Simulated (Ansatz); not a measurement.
# Cost against result

Saddle point of GePNH8, singlet (GeNH₅ ([NH2][GeH3]) + PH₃ → GePH₅ ([PH2][GeH3]) + NH₃; bonds formed: Ge1–P7, N2–H6; bonds broken: Ge1–N2, H6–P7), PBE0-D4/def2-TZVP structure:

```
11
angstrom
Ge -0.7898 -0.1708 -1.0612
N 0.6912 1.0181 -0.4958
H -0.2833 -1.5754 -1.3546
H -2.0507 0.1146 -0.2583
H -0.9731 0.5386 -2.4489
H 0.8881 0.6452 0.5146
P 0.2050 -0.8412 1.7004
H 1.5127 0.9141 -1.0844
H 0.4239 1.9983 -0.4903
H -0.5576 -0.6581 2.8762
H 0.9336 -1.9833 2.1024
```

Barriers are electronic and count from the start structure reached by relaxing down the imaginary mode.

Program: Ansatz 0.2.0. Basis: as named in each row. Cores are frozen in the correlated methods. Filled d shells of the heavier atoms are correlated. The def2 sets are not built for correlating such inner shells, so the correlated values are less sure here. B3LYP uses VWN-RPA correlation. Extrapolation: Hartree–Fock as exp(−7.88 √X), correlation as X^−2.97.

Times are rough, for one single point on 4 threads of a shared host (AMD EPYC).

The estimate by CCSD(T) at an estimated basis limit (MP2 extrapolated from triple and quadruple zeta, plus CCSD(T) − MP2 in triple zeta) is 165.0 kJ/mol.

```json
{"method": "HF", "basis": "STO-3G", "time (s)": "under 1", "barrier (kJ/mol)": "382.7", "method less estimate": "217.7"}
{"method": "SPW92", "basis": "def2-SVP", "time (s)": "2", "barrier (kJ/mol)": "109.2", "method less estimate": "-55.8"}
{"method": "PBE-D4", "basis": "STO-3G", "time (s)": "2", "barrier (kJ/mol)": "259.4", "method less estimate": "94.4"}
{"method": "PBE-D4", "basis": "def2-SVP", "time (s)": "2", "barrier (kJ/mol)": "134.4", "method less estimate": "-30.6"}
{"method": "B3LYP-D4", "basis": "6-31G", "time (s)": "2", "barrier (kJ/mol)": "89.9", "method less estimate": "-75.1"}
{"method": "PBE0-D4", "basis": "def2-SVP", "time (s)": "3", "barrier (kJ/mol)": "142.6", "method less estimate": "-22.4"}
{"method": "SPW92", "basis": "def2-TZVPP", "time (s)": "3", "barrier (kJ/mol)": "112.0", "method less estimate": "-53.0"}
{"method": "BLYP-D4", "basis": "def2-TZVPP", "time (s)": "4", "barrier (kJ/mol)": "154.0", "method less estimate": "-11.0"}
{"method": "PBE-D4", "basis": "def2-TZVPP", "time (s)": "4", "barrier (kJ/mol)": "136.2", "method less estimate": "-28.8"}
{"method": "BHLYP-D4", "basis": "def2-TZVPP", "time (s)": "6", "barrier (kJ/mol)": "170.5", "method less estimate": "5.5"}
{"method": "PBE0-D4", "basis": "def2-TZVPP", "time (s)": "6", "barrier (kJ/mol)": "145.1", "method less estimate": "-19.9"}
{"method": "B3LYP-D4", "basis": "def2-TZVPP", "time (s)": "6", "barrier (kJ/mol)": "160.2", "method less estimate": "-4.8"}
{"method": "CAM-B3LYP-D4", "basis": "def2-TZVPP", "time (s)": "7", "barrier (kJ/mol)": "168.0", "method less estimate": "3.0"}
{"method": "r2SCAN-D4", "basis": "def2-TZVPP", "time (s)": "8", "barrier (kJ/mol)": "148.6", "method less estimate": "-16.4"}
{"method": "wB97M-V", "basis": "def2-SVP", "time (s)": "9", "barrier (kJ/mol)": "160.1", "method less estimate": "-5.0"}
{"method": "r2SCAN0-D4", "basis": "def2-TZVPP", "time (s)": "9", "barrier (kJ/mol)": "153.5", "method less estimate": "-11.5"}
{"method": "PBE-QIDH", "basis": "def2-TZVPP", "time (s)": "11", "barrier (kJ/mol)": "157.4", "method less estimate": "-7.6"}
{"method": "RPA on PBE", "basis": "def2-TZVPP", "time (s)": "11", "barrier (kJ/mol)": "179.5", "method less estimate": "14.5"}
{"method": "CCSD(T)", "basis": "def2-SVP", "time (s)": "12", "barrier (kJ/mol)": "186.8", "method less estimate": "21.8"}
{"method": "B2PLYP", "basis": "def2-TZVPP", "time (s)": "12", "barrier (kJ/mol)": "169.0", "method less estimate": "3.9"}
{"method": "B97M-V", "basis": "def2-TZVPP", "time (s)": "14", "barrier (kJ/mol)": "162.9", "method less estimate": "-2.1"}
{"method": "wB97X-V", "basis": "def2-TZVPP", "time (s)": "14", "barrier (kJ/mol)": "167.1", "method less estimate": "2.1"}
{"method": "wB97M-V", "basis": "def2-TZVPP", "time (s)": "16", "barrier (kJ/mol)": "163.7", "method less estimate": "-1.3"}
{"method": "MP2", "basis": "def2-QZVPP", "time (s)": "46", "barrier (kJ/mol)": "163.4", "method less estimate": "-1.6"}
{"method": "CCSD(T)", "basis": "def2-TZVPP", "time (s)": "210", "barrier (kJ/mol)": "170.6", "method less estimate": "5.6"}
```

All methods are single points on the PBE0-D4 structures.

The T1 diagnostic stays at or below 0.012.

Labels in which every atom is bracketed show which atoms are joined, not bond orders.
